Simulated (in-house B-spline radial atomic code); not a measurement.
## Si VIII (Si7+): [He] 2s2 2p3

Method: non-relativistic TPSSh, spin-polarised, spherical fractional occupations, point nucleus. Calculated with a radial B-spline atomic code at the basis-set limit.

Effective charges: Z_r = [3n² - l(l+1)]/(2<r>) from the radius, Z_e = n√(-2ε) from the energy, and Slater's rules. Values are occupation-weighted means over spin.

```
shell  electrons   ε (eV)  <r> (bohr)    Z_r    Z_e  Slater
   1s          2  -2016.2      0.1112  13.49  12.17   13.70
   2s          2  -314.97      0.5201  11.54   9.62   10.90
   2p          3  -284.28      0.4626  10.81   9.14   10.90
```

The least bound orbital is 2p up at -284.3 eV, while the most diffuse is 2s down (<r> = 0.525 bohr against 0.4626 bohr): energy order and size order differ.

The density falls to 0.001 bohr⁻³ at 1.495 bohr; Σ<r²> = 1.4557 bohr² gives, by the non-relativistic formula and without the paramagnetism of open shells, a Langevin diamagnetic susceptibility of -1.153×10⁻⁶ cm³/mol.
